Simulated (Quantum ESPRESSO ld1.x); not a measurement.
Task: Mn II, configuration [Ar] 3d4 4s1 4p1 (not the ground configuration). Calculated with ld1.x of Quantum ESPRESSO 7.5: scalar-relativistic Kohn-Sham, LDA (Slater exchange, VWN5 correlation), spin-polarised, spherical densities, point nucleus; open shells are filled with parallel spins first. Some entries of the table are withheld. Estimate them.

orbital,occ.,eigenvalue (eV),<r^2> (bohr^2)
1s up,1,-6430.02,0.005006
1s down,1,-6429.92,0.005005
2s up,1,-759.271,0.09285
2s down,1,-757.156,0.09252
2p up,3,-646.545,0.07550
2p down,3,-644.881,0.07516
3s up,1,-102.734,0.8252
3s down,1,-98.1509,0.8306
3p up,3,-71.5832,(1)
3p down,3,-67.0759,(2)
3d up,4,-23.1420,1.479
3d down,0,-18.7609,1.565
4s up,1,(3),7.522
4s down,0,(4),8.414
4p up,1,-9.7990,11.00
4p down,0,-7.4634,13.62

Result: 
(1) 3p up <r^2> (bohr^2): 0.9354
(2) 3p down <r^2> (bohr^2): 0.9447
(3) 4s up eigenvalue (eV): -15.3608
(4) 4s down eigenvalue (eV): -12.4574
